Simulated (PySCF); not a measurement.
C₇H₄FNO.
Numbering: `[O:1]=[C:2]=[N:3][c:4]1[cH:5][cH:6][cH:7][c:8]([F:9])[cH:10]1` (hydrogens: H11 on C5; H12 on C6; H13 on C7; H14 on C10)

Geometry (GFN2-xTB, Å), atoms numbered from 1 in this order:
```
atom  x, y, z in Å
O1     4.281   -0.552   -0.129
C2     3.128   -0.583   -0.045
N3     1.968   -0.818    0.096
C4     0.687   -0.333    0.046
C5     0.414    0.987   -0.308
C6    -0.895    1.431   -0.345
C7    -1.941    0.578   -0.035
C8    -1.646   -0.728    0.313
F9    -2.655   -1.567    0.617
C10   -0.351   -1.205    0.361
H11    1.228    1.652   -0.550
H12   -1.103    2.454   -0.619
H13   -2.967    0.909   -0.060
H14   -0.150   -2.227    0.636
```

Computed, not measured: TDDFT B3LYP/def2-SVPD, vertical, gas phase, core orbitals frozen in the response (PySCF).

Frontier orbitals with the atoms that hold most of them (Löwdin shares over 4%, at most four atoms; ? is withheld):

```
orbital  ε (eV)                            atoms
 LUMO+2   -0.43   C2 40%, O1 19%, N3 16%, H11 6%
 LUMO+1   -0.90  C6 20%, C5 20%, C8 18%, C10 14%
   LUMO   -1.27                                ?
   HOMO   -7.01                                ?
 HOMO-1   -7.58  C10 26%, C6 17%, C8 16%, C5 14%
 HOMO-2   -8.87    N3 42%, O1 28%, C2 13%, C4 7%
 HOMO-3   -9.43   N3 20%, O1 17%, C7 16%, C6 14%
```

Which atoms hold the HOMO, and with what shares?

C7 (bonded to 2 C and H) 19%; C4 (bonded to 2 C and N) 14%; N3 (bonded to 2 C) 14%; C5 (bonded to 2 C and H) 14%. By element: carbon 47% or more, nitrogen 14%.

Give the leading atoms of the LUMO.

C4 (bonded to 2 C and N) 18%; C7 (bonded to 2 C and H) 17%; C10 (bonded to 2 C and H) 12%; C6 (bonded to 2 C and H) 10%.

The HOMO–LUMO gap is 5.75 eV. Where does the response calculation put the lowest singlet, and from which orbitals?

S1 is at 5.06 eV (f = 0.011), 0.68 eV below the gap, made of HOMO→LUMO+1 (48%), HOMO-1→LUMO (33%), HOMO→LUMO (14%). Its leading pair isn't HOMO and LUMO; the energies of that pair differ by 6.11 eV. 

Give energy, strength and leading configuration of S6 and S7, and follow the Löwdin shares of the leading atoms from the occupied to the empty orbital.

- S6 (6.39 eV, f 0.0000), HOMO-2→LUMO (94%): N3 42% → at most 10%, O1 28% → at most 10%, C4 7% → 18%, C7 at most 7% → 17%
- S7 (6.60 eV, f 0.500), HOMO-1→LUMO+1 (79%): C10 26% → 14%, C6 17% → 20%, C5 14% → 20%

Löwdin shares depend on the basis, the more so with diffuse functions.

One conformer stands for the species.
